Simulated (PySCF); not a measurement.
PySCF job for C3H3N2, SMILES N1=CC=C[N]1, multiplicity 2, SMD-B3LYP/def2-SVP. Geometry: ωB97X-D3(BJ)/def2-SVP. The isomer is the one that the SMILES or the coordinates give; other isomers of the formula were not compared.

```python
import numpy as np
from pyscf import gto, scf, dft
from pyscf.solvent import smd

mol = gto.M(
    atom='''
    C    -0.00000000   -0.00000003   -1.14507579
    C     0.00000000    1.11896621   -0.28962603
    N    -0.00000000    0.61673367    0.96836495
    N     0.00000000   -0.61673362    0.96836498
    C     0.00000000   -1.11896623   -0.28962598
    H     0.00000000   -0.00000006   -2.23492198
    H    -0.00000000    2.18826863   -0.48811042
    H     0.00000000   -2.18826865   -0.48811032
    ''',
    basis='def2-SVP',
    charge=0,
    spin=1,
    max_memory=1600,
    verbose=3,
)
mf = dft.UKS(mol, xc='b3lyp').density_fit(auxbasis='def2-universal-jkfit')
mf.grids.level = 3
mf.conv_tol = 1e-9
mf.max_cycle = 100
mf.kernel()
fine, coarse = mf.grids, dft.Grids(mol).set(level=1).build(with_non0tab=True)
for _ in range(3):  # follow internal instabilities
    mf.grids = coarse
    mo, _, stable, _ = mf.stability(return_status=True, nroots=4)
    mf.grids = fine
    if stable:
        break
    mf.kernel(mf.make_rdm1(mo, mf.mo_occ))
res = {}
for name in ['water', 'cyclohexanone', 'chlorobenzene']:
    s = mf.SMD()
    s.with_solvent.solvent, s.with_solvent.sasa_ng = name, 302
    s.kernel(mf.make_rdm1())
    res[name] = (s.e_tot, s.with_solvent.get_cds(), s.dip_moment(), s.mo_energy, s.converged)
    print(f'SMD {name}: dG(solv) = {(s.e_tot - mf.e_tot) * 627.509474:.3f} kcal/mol, of which CDS {res[name][1] * 627.509474:.3f}')
```

Program output:

```

WARN: HOMO -0.266794369323798 >= LUMO -0.2667943693238

converged SCF energy = -225.332333483732  <S^2> = 0.76864755  2S+1 = 2.0185614
<class 'pyscf.df.df_jk.DFUKS'> wavefunction has an internal instability
converged SCF energy = -225.350547027398  <S^2> = 0.75509925  2S+1 = 2.0050928
<class 'pyscf.df.df_jk.DFUKS'> wavefunction is stable in the internal stability analysis
converged SCF energy = -225.353737475264  <S^2> = 0.75503895  2S+1 = 2.0050326
Dipole moment(X, Y, Z, Debye): -0.00000, -0.00009, -1.80502
SMD water: dG(solv) = -2.002 kcal/mol, of which CDS 1.018
converged SCF energy = -225.352993920694  <S^2> = 0.75504409  2S+1 = 2.0050378
Dipole moment(X, Y, Z, Debye): -0.00000, -0.00010, -1.76458
SMD cyclohexanone: dG(solv) = -1.535 kcal/mol, of which CDS 1.228
converged SCF energy = -225.354120879531  <S^2> = 0.75505411  2S+1 = 2.0050477
Dipole moment(X, Y, Z, Debye): -0.00000, -0.00012, -1.68590
SMD chlorobenzene: dG(solv) = -2.243 kcal/mol, of which CDS 0.021
```

The run converged.
